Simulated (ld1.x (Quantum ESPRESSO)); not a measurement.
Si (Z = 14), TM: configuration errors across variants

ld1.x (Quantum ESPRESSO) 7.5 input, shortened:

```
&input
   title='Si', zed=14., rel=1, dft='PBE', iswitch=3,
   config='[Ne] 3s1 3p3 3d-2'
 /
 &inputp
   pseudotype=2, tm=.true., lloc=-2, rcloc=1.55,
   nlcc=.true., new_core_ps=.true., rcore=0.75
 /
3
3S  1  0   1.00   0.00  1.45  1.45  0.0
3P  2  1   3.00   0.00  1.65  1.65  0.0
3D  3  2  -2.00   0.20  1.45  1.45  0.0
 &test
   configts(1)='3s1 3p3'
 /
```

All-electron excitation energies from the reference (eV): (1) 3s2 3p2 -6.814; (2) 3s2 3p1 0.926; (3) 3s2 3p0 16.919; (4) 3s2 3p2.3 -7.744; (5) 3s1 3p2 8.356; (6) 3s1 3p0 50.890; (7) 3s2 3p1.5 -3.893.

2 further variants failed, have other tests or another functional or relativity, and are left out.

Errors AE − PS in meV (a dash: test not solved or not reliable):

```csv
change,(1),(2),(3),(4),(5),(6),(7),bound ghosts
base,-0.3,-1.2,+11,+0.7,+2.8,+53,-1.5,none
"all radii but the core radius scaled by about 1.14 (s 1.66, p 1.88, d 1.66 bohr); local potential all-electron potential smoothed inside 1.76 bohr (lloc = -2)",-0.9,-1.9,+11,0.0,+2.6,+55,-2.2,none
local potential all-electron potential smoothed inside 1.25 bohr (lloc = -2),+0.1,-1.1,+14,+1.3,+3.4,+64,-1.5,none
wave 3p (bound): rc 1.65 bohr becomes 3p (bound): rc 1.54 bohr,+0.4,-0.1,+13,+1.2,+2.9,+50,-0.7,none
wave 3d channel at 0.2 Ry: rc 1.45 bohr becomes 3d channel at 0.2 Ry: rc 1.68 bohr,-0.3,-1.2,+11,+0.7,+2.8,+53,-1.5,none
wave 3d channel at 0.2 Ry: rc 1.45 bohr becomes 3d channel at -0.18 Ry: rc 1.45 bohr,-0.3,-1.2,+11,+0.7,+2.8,+53,-1.5,none
local potential all-electron potential smoothed inside 1.66 bohr (lloc = -2),-0.3,-1.2,+11,+0.6,+2.8,+53,-1.5,none
```

Q: Give the same row for: core correction Bessel-smoothed model core inside 1.74 bohr.

A: +0.7, -0.2, +9.3, +1.4, +2.4, +77, -0.4; bound ghosts: none.
